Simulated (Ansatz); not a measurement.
Pair of molecules: HF (SMILES F) (first 2 atoms) with CH2F2 (SMILES FCF); geometry from B3LYP-D3(BJ)/def2-TZVP, rigid monomers moved along the line of their centres of mass till H2···F3 is 1.66 Å.
(charge 0, multiplicity 1):
| atom | x (Å) | y (Å) | z (Å) |
|---|---|---|---|
| F | -0.1266 | 0.0956 | -0.0637 |
| H | 0.1928 | 0.6239 | 0.6339 |
| F | 0.7423 | 0.8781 | 2.1768 |
| C | 0.3752 | -0.2011 | 2.9610 |
| F | -0.7274 | 0.1494 | 3.6611 |
| H | 1.1953 | -0.3996 | 3.6500 |
| H | 0.1371 | -1.0317 | 2.2974 |

Interaction energies are E(AB) − E(A) − E(B) at the monomers' geometry in the complex; basis-set methods are counterpoise corrected.

Frozen-core correlation. CBS(a, b) extrapolates the correlation energy as X⁻³ and adds the Hartree–Fock energy of set b.

Codes used: Ansatz (a quantum-chemistry and plane-wave program) with Gaussian orbitals. Each number belongs to the level named beside it.

Problem. Predict the interaction energy from HF/aug-cc-pVTZ.

Solution. -8 kJ/mol
